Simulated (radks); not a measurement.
Values are calculated unless marked as measured or tabulated.
Isoelectronic series with 4 electrons, all held in the configuration [He] 2s2, which need not be the ground one along the series. Level of theory: non-relativistic Kohn-Sham, PBE, spin-unpolarised, spherical densities, point nucleus (a radial shooting solver on a logarithmic mesh with Libxc functionals). Total energies (hartree) and mean radii <r> (bohr):

Be: E (hartree) -14.62995; 2s 2.604; 1s 0.4209
C2+: E (hartree) -36.46109; 2s 1.362; 1s 0.2703
O4+: E (hartree) -68.30072; 2s 0.9317; 1s 0.1989
Ne6+: E (hartree) -110.14248; 2s 0.7094; 1s 0.1572
Mg8+: E (hartree) -161.98504; 2s 0.5731; 1s 0.1300
Si10+: E (hartree) -223.82798; 2s 0.4809; 1s 0.1108
S12+: E (hartree) -295.67113; 2s 0.4143; 1s 0.09657
Ar14+: E (hartree) -377.51440; 2s 0.3640; 1s 0.08556
Ca16+: E (hartree) -469.35774; 2s 0.3245; 1s 0.07680
Ti18+: E (hartree) -571.20114; 2s 0.2928; 1s 0.06967
Cr20+: E (hartree) -683.04457; 2s 0.2668; 1s 0.06375
Fe22+: E (hartree) -804.88803; 2s 0.2450; 1s 0.05876
Ni24+: E (hartree) -936.73152; 2s 0.2264; 1s 0.05449
Zn26+: E (hartree) -1078.57501; 2s 0.2105; 1s 0.05080
Ge28+: E (hartree) -1230.41852; 2s 0.1967; 1s 0.04758
Se30+: E (hartree) -1392.26205; 2s 0.1846; 1s 0.04474
